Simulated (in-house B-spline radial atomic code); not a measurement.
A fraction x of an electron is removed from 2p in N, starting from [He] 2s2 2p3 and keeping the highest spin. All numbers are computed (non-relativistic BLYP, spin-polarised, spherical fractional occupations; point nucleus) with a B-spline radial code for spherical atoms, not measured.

```json
{"x": "0", "E(x) - E(0) (eV)": "0.0000", "2p up level (eV)": "-8.082"}
{"x": "0.08", "E(x) - E(0) (eV)": "0.6858", "2p up level (eV)": "-9.066"}
{"x": "0.17", "E(x) - E(0) (eV)": "1.5526", "2p up level (eV)": "-10.202"}
{"x": "0.3", "E(x) - E(0) (eV)": "2.9881", "2p up level (eV)": "-11.892"}
{"x": "0.4", "E(x) - E(0) (eV)": "4.2439", "2p up level (eV)": "-13.230"}
{"x": "0.5", "E(x) - E(0) (eV)": "5.6352", "2p up level (eV)": "-14.602"}
{"x": "0.55", "E(x) - E(0) (eV)": "6.3827", "2p up level (eV)": "-15.300"}
{"x": "0.63", "E(x) - E(0) (eV)": "7.6519", "2p up level (eV)": "-16.432"}
{"x": "0.78", "E(x) - E(0) (eV)": "10.2791", "2p up level (eV)": "-18.608"}
{"x": "0.98", "E(x) - E(0) (eV)": "14.2993", "2p up level (eV)": "-21.613"}
{"x": "1", "E(x) - E(0) (eV)": "14.7347", "2p up level (eV)": "-21.920"}
```

The exact functional would give a straight line between the two integer points. Deviations E(x) - E(0) - x[E(1) - E(0)], in eV: -0.493 at x = 0.08, -0.952 at x = 0.17, -1.432 at x = 0.3, -1.65 at x = 0.4, -1.732 at x = 0.5, -1.721 at x = 0.55, -1.631 at x = 0.63, -1.214 at x = 0.78, -0.141 at x = 0.98.

The curve lies below the straight line by up to 1.732 eV (at x = 0.5): convex, the delocalisation error that favours fractional charges.

**Question.** How well does Slater's transition state (minus the level at half occupation) give the ionisation energy?

**Answer.** It gives 14.602 eV against 14.735 eV from the two total energies; NIST lists 14.53 eV, ground level to ground level.
